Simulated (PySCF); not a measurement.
**C7H10AlN: core ionisation energies**

Compound: C7H10AlN.
Numbering: `[CH2:1]=[CH:2][c:3]1[cH:4][cH:5][cH:6][n+:7]([AlH3-:8])[cH:9]1`

Method: delta-SCF UKS SCAN, pcX-2 on the ionised atom, pcseg-1 elsewhere, spin-free X2C in PySCF. Each binding energy is the total energy of the core-ionised species, with the hole localised on one atom, minus that of the ground state; both are solved self-consistently, so orbital relaxation is included.

**Question.** Give the core binding energies atom by atom.

**Answer.** 
```
atom(s)                                                     bonded to  level  binding energy (eV)  above the level's lowest (eV)  count
    Al8                                                     N and 3 H  Al 1s              1565.02                           0.00      1
     N7                           2 C (aromatic in the SMILES) and Al   N 1s               406.13                           0.00      1
     C6  N (aromatic in the SMILES), C (aromatic in the SMILES) and H   C 1s               291.87                          +1.24      1
     C9  N (aromatic in the SMILES), C (aromatic in the SMILES) and H   C 1s               291.81                          +1.18      1
     C3                            2 C (aromatic in the SMILES) and C   C 1s               291.63                          +1.00      1
     C5                            2 C (aromatic in the SMILES) and H   C 1s               291.38                          +0.75      1
     C4                            2 C (aromatic in the SMILES) and H   C 1s               291.31                          +0.68      1
     C1                                       C (double bond) and 2 H   C 1s               290.63                           0.00      1
```

Lowest listed C 1s: C1, bonded to C (double bond) and 2 H. Highest, 1.24 eV above it: C6, bonded to N (aromatic in the SMILES), C (aromatic in the SMILES) and H.

**Question.** What is the longest wavelength that can ionise Al 1s of Al8 vertically?

**Answer.** λ = hc/E = 12398.42 eV Å / 1565.02 eV = 7.922 Å.

The list is incomplete; no value stands for C 1s of C2 (hole states with ⟨S²⟩ of 1 or more are left out). The unrestricted hole states depart most from a pure doublet (⟨S²⟩ = 0.75; over 0.85 named) for C 1s of C1 (0.85), C 1s of C3 (0.90), C 1s of C4 (0.88) and C 1s of C5 (0.88), which makes these values less certain. Isolated species at its PBE0-D3(BJ)/def2-SVP geometry (one conformer only).

Time: 8.6 min; peak memory 0.80 GiB. Hardware: Arm Neoverse N1, one thread (shared host).

Shape of the structure used: `[CH2:1]=[CH:2][c:3]1[cH:4][cH:5][cH:6][n+:7]([AlH3-:8])[cH:9]1`: C1–C2–C3–C4 0°.
